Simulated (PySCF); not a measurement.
# Electric field gradients and quadrupole coupling constants

Compound: Be(CN)2, C₂BeN₂.
Geometry (PBE0-D3(BJ)/def2-SVP, Å), atoms numbered from 1 in this order:
```xyz
5
C2BeN2 angstrom
Be     0.0101    0.0098   -0.0001
C      0.0100    0.0122    1.6476
N      0.0021    0.0123    2.8094
C     -0.0038   -0.0084   -1.6477
N     -0.0184   -0.0259   -2.8093
```

Field gradients from the PBE0/pcSseg-1 density (PySCF, non-relativistic), principal values in atomic units, ordered |Vxx| ≤ |Vyy| ≤ |Vzz|:

```tsv
atom	Vxx	Vyy	Vzz
N3	0.6191	0.6191	-1.2382
N5	0.6191	0.6191	-1.2382
```

Find the asymmetry η = (Vxx − Vyy)/Vzz and the couplings χ = eQV/h (234.96 MHz × Q in barn × V in au), with Q(14N) = 0.02044 b.

```
atom           environment  nucleus     η  χzz (MHz)  χxx (MHz)  χyy (MHz)
  N3  nitrogen bonded to C      14N  0.00      -5.95       2.97       2.97
  N5  nitrogen bonded to C      14N  0.00      -5.95       2.97       2.97
```

The gradient is axial or nearly so (η below 0.05) at N3 and N5. 

What is Vzz at N3 in SI units (1 au = 9.71736 × 10²¹ V/m²)?

-1.2382 au = -12.032 × 10²¹ V/m².

And the gradient at the other heavy atoms, for which no coupling is worked out here?

```
atom                environment  Vzz (au)     η
 Be1    beryllium bonded to 2 C    -0.250  0.00
  C2  carbon bonded to Be and N    -0.503  0.00
  C4  carbon bonded to Be and N    -0.503  0.00
```

Geometry: PBE0-D3(BJ)/def2-SVP; no solvent, vibrations or thermal averaging. With a basis this small, the couplings can be 20 % off.

The run behind these numbers computed NMR shieldings as well. On Arm Neoverse V2, one thread, shared host, this took 2.6 s wall.
